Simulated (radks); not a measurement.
Question: Calculated with a radial shooting solver on a logarithmic mesh with Libxc functionals: scalar-relativistic Kohn-Sham, LDA (Slater exchange, Perdew-Wang correlation), spin-polarised, spherical densities, finite nucleus; Fermi nuclear charge, rms radius of each element as measured or else 0.836 A^(1/3) + 0.57 fm. Response by self-consistent Sternheimer equations with the Hartree and adiabatic LDA kernel, the relativistic mass of each level held fixed and spin-orbit coupling left out. Rank P5+, Al3+, S6+, Cl7+, Si4+, Ne, Mg2+, Ar8+ (NIST ground configurations) by static dipole polarisability, largest first.

Answer: Ne 3.057, Mg2+ 0.5135, Al3+ 0.2831, Si4+ 0.1713, P5+ 0.1106, S6+ 0.07490, Cl7+ 0.05270, Ar8+ 0.03824 bohr^3.
